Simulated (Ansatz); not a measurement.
Ansatz (an electronic-structure program) input (B3LYP-D3(BJ)/def2-TZVP):

Ansatz 0.2 input:
```yaml
crystal:
  periodic: [false, false, false]
  atoms:
    - {symbol: Zn, position_ang: [0.00240160, 0.00411450, 0.00800340]}
    - {symbol: I, position_ang: [-0.23557674, 1.96968410, -1.54711183]}
    - {symbol: I, position_ang: [0.24749510, -1.95978652, 1.56699978]}
basis:
  gaussian:
    orbitals: def2-TZVP
hamiltonian:
  xc: b3lyp
  dispersion: d3bj
total_charge: 1
magnetization: {spin_polarized: true, initial_magnetization: 1}
relax: {f_tol: 0.002, max_steps: 150}
```

End of the output:

```
mean field evaluation 96: about -64621.9418 eV, gradient 3.1e0 eV
mean field -64622.12461456 eV, -2374.8192771360 hartree, gradient 1.1e-6 eV, S^2 0.755341; 11 other end points of the search recorded, 0 dependent functions left out
the calculation of the forces begins
reference -64622.12483349 eV, -2374.8192851814 hartree; 40, 39 occupied and 108, 109 virtual orbitals, 1424 factors
relax step   1: F+E_penalty+E_count = -64622.31338357 eV  Δ(F+E_penalty+E_count) = +0.000e0 eV  max|allowed force component| = 3.860e-1 eV/Å  Δτ_max = 0.0000 Å  (526 SCF iters, accepted)
these checks for a lower state are left out or cut short: starts, cluster_reference, orbital_swaps, neighbouring_geometries, increment
integrals: 0.13 GiB planned
1424 factors; integrals over basis functions are off by at most 2.0e-4 eV
mean field: 1.44 GiB planned
mean field evaluation 128: about -64622.1481 eV, gradient 3.8e-6 eV
mean field -64622.14810821 eV, -2374.8201405116 hartree, gradient 3.8e-6 eV, S^2 0.755436; 0 other end points of the search recorded, 0 dependent functions left out
the calculation of the forces begins
reference -64622.14832552 eV, -2374.8201484976 hartree; 40, 39 occupied and 108, 109 virtual orbitals, 1424 factors
relax step   2: F+E_penalty+E_count = -64622.34237500 eV  Δ(F+E_penalty+E_count) = -2.899e-2 eV  max|allowed force component| = 8.900e-2 eV/Å  Δτ_max = 0.0715 Å  (103 SCF iters, accepted)
these checks for a lower state are left out or cut short: starts, cluster_reference, orbital_swaps, neighbouring_geometries, increment
integrals: 0.13 GiB planned
1424 factors; integrals over basis functions are off by at most 2.0e-4 eV
mean field: 1.45 GiB planned
mean field -64622.15045411 eV, -2374.8202267218 hartree, gradient 2.5e-6 eV, S^2 0.755419; 0 other end points of the search recorded, 0 dependent functions left out
the calculation of the forces begins
reference -64622.15067171 eV, -2374.8202347183 hartree; 40, 39 occupied and 108, 109 virtual orbitals, 1424 factors
relax step   3: F+E_penalty+E_count = -64622.34369876 eV  Δ(F+E_penalty+E_count) = -1.324e-3 eV  max|allowed force component| = 6.668e-3 eV/Å  Δτ_max = 0.0128 Å  (119 SCF iters, accepted)
these checks for a lower state are left out or cut short: starts, cluster_reference, orbital_swaps, neighbouring_geometries, increment
integrals: 0.13 GiB planned
1424 factors; integrals over basis functions are off by at most 2.0e-4 eV
mean field: 1.45 GiB planned
mean field -64622.15039123 eV, -2374.8202244111 hartree, gradient 3.2e-9 eV, S^2 0.755421; 0 other end points of the search recorded, 0 dependent functions left out
the calculation of the forces begins
reference -64622.15060881 eV, -2374.8202324069 hartree; 40, 39 occupied and 108, 109 virtual orbitals, 1424 factors
relax step   4: F+E_penalty+E_count = -64622.34370663 eV  Δ(F+E_penalty+E_count) = -7.874e-6 eV  max|allowed force component| = 5.606e-4 eV/Å  Δτ_max = 0.0009 Å  (198 SCF iters, accepted)
integrals: 0.13 GiB planned
1424 factors; integrals over basis functions are off by at most 2.0e-4 eV
mean field: 1.45 GiB planned
mean field evaluation 160: about -64622.1504 eV, gradient 5.9e-9 eV
mean field evaluation 192: about -64622.1501 eV, gradient 1.3e-1 eV
mean field evaluation 224: about -64622.1504 eV, gradient 1.9e-5 eV
mean field evaluation 256: about -64622.1489 eV, gradient 5.2e-2 eV
mean field -64622.15039123 eV, -2374.8202244111 hartree, gradient 3.2e-9 eV, S^2 0.755421; 11 other end points of the search recorded, 0 dependent functions left out
the calculation of the forces begins
reference -64622.15060881 eV, -2374.8202324069 hartree; 40, 39 occupied and 108, 109 virtual orbitals, 1424 factors
Total energy: -64622.34392421 eV, -2374.8273366168 hartree
Atom 0 at     0.003972     0.004323     0.008973 Å, force     0.000561     0.000127     0.000309 eV/Å
Atom 1 at    -0.230666     1.923250    -1.510880 Å, force    -0.000280    -0.000066    -0.000153 eV/Å
Atom 2 at     0.241014    -1.913561     1.529798 Å, force    -0.000281    -0.000061    -0.000156 eV/Å
Dipole moment:    -0.000406    -0.000192    -0.000153 e Å
```

The spin state was set by rule; other spins were not relaxed.
